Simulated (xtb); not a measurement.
Al(H)(Cl)(NH2) (AlClH3N), SMILES [NH2][AlH][Cl]. All values are semi-empirical tight-binding results from xtb (GFN2-xTB unless named), good for trends rather than for accurate numbers. The structure is a stationary point at GFN2-xTB. One conformer was computed; it need not be the lowest.

Optimised geometry:

Bond lengths (Å): Al1–H2 1.523, Al1–Cl3 2.023, Al1–N4 1.774, N4–H5 1.014, N4–H6 1.011. Angles (°): H2–Al1–Cl3 118.2, H2–Al1–N4 117.9, Cl3–Al1–N4 123.9, Al1–N4–H5 127.2, Al1–N4–H6 124.6, H5–N4–H6 108.2.

For metal compounds this method's bond lengths and energies can be far off.

```yaml
point_group_as_xtb_finds_it: Cs
orbital_gap: 4.68 eV
zero_point_energy: 19.9 kcal/mol
G − E(el) at 298.15 K (modified RRHO): 2.3 kcal/mol
```

### Question
Give the atomic charges and the Wiberg bond orders between heavy atoms. (An estimate is asked for; the answer gives what the named calculation found.)

### Answer
charges (e) Al1 0.33, H2 -0.11, Cl3 -0.16, N4 -0.41, H5 0.18, H6 0.17. Bond orders Al1–Cl3 1.37, Al1–N4 1.33.
